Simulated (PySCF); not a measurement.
ZnH, SMILES [ZnH+] (connectivity only; charge and spin as stated), charge +1, multiplicity 1. Heavy atoms are numbered as in [ZnH+:1]. Hydrogens are named by the atom that carries them.

Geometry optimised at PBE-D3(BJ)/def2-TZVPD. The multiplicity is an assumed one; other spin states were not compared.

Method: PySCF with PBE/pcSseg-2.

GIAO shieldings, no solvent; atoms alike by connectivity are averaged. δ = σ(ref) − σ: ¹H against TMS (σ = 31.47 ppm), references at their B3LYP-D3(BJ)/def2-TZVP geometries, non-relativistic.

| nucleus | atoms | count | δ (ppm) |
|---|---|---|---|
| ¹H | H on Zn1 | 1 | 8.69 |
